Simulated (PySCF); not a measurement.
Molecule: `O[SiH2]CC[SiH3]`, C2H10OSi2.

Molfile (atoms numbered from 1):
```
C2H10OSi2
     RDKit          3D

 15 14  0  0  0  0  0  0  0  0999 V2000
    2.1977   -0.4001    1.1309 O   0  0  0  0  0  0  0  0  0  0  0  0
    1.9588   -0.0815   -0.4922 Si  0  0  0  0  0  4  0  0  0  0  0  0
    0.1880    0.5060   -0.6385 C   0  0  0  0  0  0  0  0  0  0  0  0
   -0.8268   -0.5129   -0.1042 C   0  0  0  0  0  0  0  0  0  0  0  0
   -2.6133    0.0899   -0.1645 Si  0  0  0  0  0  4  0  0  0  0  0  0
    3.0429   -0.7816    1.3835 H   0  0  0  0  0  0  0  0  0  0  0  0
    2.1681   -1.3219   -1.3102 H   0  0  0  0  0  0  0  0  0  0  0  0
    2.9139    0.9622   -0.9878 H   0  0  0  0  0  0  0  0  0  0  0  0
    0.1087    1.4624   -0.0915 H   0  0  0  0  0  0  0  0  0  0  0  0
   -0.0096    0.7484   -1.6981 H   0  0  0  0  0  0  0  0  0  0  0  0
   -0.7648   -1.4580   -0.6723 H   0  0  0  0  0  0  0  0  0  0  0  0
   -0.5847   -0.7757    0.9399 H   0  0  0  0  0  0  0  0  0  0  0  0
   -3.5527   -0.9514    0.3577 H   0  0  0  0  0  0  0  0  0  0  0  0
   -3.0013    0.4170   -1.5733 H   0  0  0  0  0  0  0  0  0  0  0  0
   -2.7698    1.3301    0.6588 H   0  0  0  0  0  0  0  0  0  0  0  0
  1  2  1  0
  2  3  1  0
  3  4  1  0
  4  5  1  0
  1  6  1  0
  2  7  1  0
  2  8  1  0
  3  9  1  0
  3 10  1  0
  4 11  1  0
  4 12  1  0
  5 13  1  0
  5 14  1  0
  5 15  1  0
M  END
```

Geometry PBE0-D3(BJ)/def2-SVP throughout; GIAO in PySCF 2.14, gas phase, one conformer, non-relativistic; equivalent atoms averaged; basis pcSseg-1.

(1) How do the absolute shieldings σ depend on the functional? (a selection of nuclei; ppm; last column core-seconds on 1 thread of an Arm Neoverse V2, shared host)

(2) Which nucleus among those listed moves most, in ppm?

Answers

(1) 
```
functional                    kind     O1    Si2    Si5     C3     C4  H7/H8  H11/H12  H9/H10     H6  core-s
      PBE0           global hybrid  324.4  362.2  411.4  173.3  182.6  26.25    30.41   30.65  30.81      12
  mPW1PW91           global hybrid  323.7  361.2  409.2  172.7  181.8  26.36    30.48   30.71  30.85      12
      WP04           global hybrid  312.4  358.7  393.3  160.8  167.5  27.33    30.77   31.02  30.94      13
     B97-2           global hybrid  323.0  369.6  415.0  172.6  181.2  26.47    30.53   30.76  30.94      12
 BHandHLYP           global hybrid  326.7  372.8  415.6  173.7  182.4  26.76    30.70   30.94  30.74      11
 CAM-B3LYP  range-separated hybrid  326.1  355.5  404.2  171.4  180.9  26.45    30.54   30.77  30.77      16
   wB97X-D  range-separated hybrid  325.2  363.1  411.2  174.4  183.5  26.46    30.60   30.83  30.88      15
   LC-wPBE  range-separated hybrid  332.4  365.2  416.2  180.3  189.4  26.49    30.61   30.83  30.81      22
```

(2) Si5 (silicon bonded to C, 3 H): from 393.3 ppm with WP04 to 416.2 ppm with LC-wPBE. The smallest spread is 0.21 ppm, at H6. Proton shifts span only some 12 ppm, so a few tenths of a ppm matter as much there as several ppm in carbon.
